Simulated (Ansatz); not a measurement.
Diatomic NiF, multiplicity 4 (not the ground state: that is measured with 2S+1 = 2). No spin–orbit coupling. Ni is treated without relativity.

The constants come from a fifth-degree fit in 1/R (seven points, main isotopes). Runs in def2 and cc sets follow the lowest solution found near the PBE0 minimum.

Run with Ansatz (a program for electronic structure) with Gaussian orbitals. 

```json
[
 {"level": "PBE/def2-TZVPP", "r_e (Å)": "1.772", "ω_e (cm⁻¹)": "595", "ω_e x_e (cm⁻¹)": "4.3", "α_e (cm⁻¹)": "0.0036", "dipole (D)": "1.58"},
 {"level": "PBE0/def2-TZVPP", "r_e (Å)": "1.761", "ω_e (cm⁻¹)": "637", "ω_e x_e (cm⁻¹)": "3.4", "α_e (cm⁻¹)": "0.0031", "dipole (D)": "2.36"},
 {"level": "wB97X-V/def2-TZVPP", "r_e (Å)": "1.759", "ω_e (cm⁻¹)": "645", "ω_e x_e (cm⁻¹)": "3.3", "α_e (cm⁻¹)": "0.0030", "dipole (D)": "2.29"},
 {"level": "CCSD/def2-TZVPP", "r_e (Å)": "1.766", "ω_e (cm⁻¹)": "644", "ω_e x_e (cm⁻¹)": "3.1", "α_e (cm⁻¹)": "0.0029", "dipole (D)": "-"},
 {"level": "CCSD(T)/def2-TZVPP", "r_e (Å)": "1.762", "ω_e (cm⁻¹)": "644", "ω_e x_e (cm⁻¹)": "3.2", "α_e (cm⁻¹)": "0.0030", "dipole (D)": "-"}
]
```

Correlated levels freeze the inner cores; with def2 sets outer-core shells near the valence are correlated too.
